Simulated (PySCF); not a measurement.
**In (indium, neutral) across methods**

[Kr] 4d10 5s1 5p1 5d1, one real determinant (an excited configuration). Calculation: PySCF 2.14, in aug-cc-pVDZ-PP with ECP28MDF (5s4p3d, 32 functions); a scalar-relativistic core potential.

```csv
method,E (hartree),mean ε 5s α (eV),mean ε 5p α (eV),mean ε 5d α (eV),Σ⟨r²⟩ (bohr²),⟨S²⟩
UHF,-188.89982,-15.261,-8.385,-1.055,78.95,3.752
TPSSh,-189.6904,-12.085,-5.612,-0.322,77.77,3.751
r2SCAN,-189.8262,-12.010,-5.545,-0.162,77.37,3.752
LDA,-189.4223,-12.011,-5.330,-0.179,77.18,3.751
PBE,-189.7600,-11.695,-5.237,-0.269,77.68,3.751
PBE0,-189.7631,-12.752,-6.128,-0.533,77.76,3.751
M06,-189.8048,-12.568,-5.755,-0.397,78.32,3.751
PBEsol,-189.5322,-11.781,-5.253,-0.216,77.43,3.751
HSE06,-189.7615,-12.369,-5.727,-0.240,77.81,3.751
```

⟨L²⟩ = 8.02 against 12 for a pure F term, so this real determinant mixes terms. Energies and moments cover only the electrons outside the core potential. The outer electron is Rydberg-like, and this basis confines it to a smaller radius and binds it less than a complete one would.
